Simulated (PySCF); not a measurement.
## Correlation energy of O- (oxygen, charge -1)

[He] 2s2 2p5, 2P determinant. Calculation: PySCF 2.14, in x2c-QZVPPall with one added diffuse shell each of s, p, d, f type (8s5p4d3f1g, 73 functions); scalar relativity by spin-free X2C-1e. Frozen: 1s2; 7 electrons correlated.

```json
{"level": "CCSD", "correlation energy (mhartree)": "-238.34"}
{"level": "(T)", "correlation energy (mhartree)": "-9.58"}
{"level": "CCSD(T)", "correlation energy (mhartree)": "-247.92"}
```

Diagnostics: T1 = 0.023, D1 = 0.0459, largest double amplitude 0.039.

Cost of the coupled-cluster step: about 19 core-seconds, for 7 correlated electrons.
